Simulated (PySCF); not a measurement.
H2O5Os, multiplicity 1. Atoms are numbered in the order given.

```xyz
8

Os     0.0000     0.0000    -0.0284
O     -1.6045    -0.1730     0.5792
O      1.6045     0.1730     0.5792
O      0.0000     0.0000    -1.7292
O      0.2424    -1.8767     0.3620
H     -0.6066    -2.3383     0.4655
O     -0.2424     1.8767     0.3620
H      0.6066     2.3383     0.4655
```

The structure is a stationary point at B3LYP-D3(BJ)/def2-SVP. The multiplicity is an assumed one; other spin states were not compared. The def2 effective core potentials stand for the cores of Os; spin–orbit coupling is left out. Other conformers were not sampled.

Calculation: PySCF with M06-2X/def2-TZVP.

Symmetry labels are those of the subgroup C2 that the program uses (full group C2).

**Question.** List the valence orbital energies around the gap with their symmetry. (The exact figures need the calculation; the answer reports its results.)

**Answer.** 
```csv
orbital,symmetry,energy (eV)
HOMO−7,A,-12.87
HOMO−6,B,-12.82
HOMO−5,A,-12.54
HOMO−4,B,-12.47
HOMO−3,B,-12.30
HOMO−2,B,-11.73
HOMO−1,A,-11.52
HOMO,B,-11.00
LUMO,A,-4.35
LUMO+1,B,-4.03
LUMO+2,B,-1.92
LUMO+3,A,-1.28
```
